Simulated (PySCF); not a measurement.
WF(OH) (triplet). Level of theory: UPBE0/[W def2-TZVP with ECP60, F def2-TZVP, O def2-TZVP, H def2-TZVP], scalar-relativistic core potentials, density fitting, no spin–orbit coupling, PySCF.

Harmonic bands of its minimum:

```csv
ω (cm⁻¹),"IR (km/mol, summed over degenerate members)",degeneracy
69,21.2,2
513,172,2
712,138,1
822,63.3,1
3972,361,1
```

Problem. The central atom is W. Infer the point group and assign the bands.

Solution. C∞v. The modes span 2π + 3σ+: 69 π, 513 π, 712 σ+, 822 σ+, 3972 σ+. The computed geometry has O–H 0.955 Å, W–F 1.836 Å, W–O 1.807 Å; F–W–O 180.0°, H–O–W 180.0°.

Other isomers or separated fragments may lie lower. With open d or f shells other occupations or spin states may lie lower. No spin–orbit coupling is included, which matters more the heavier the element.
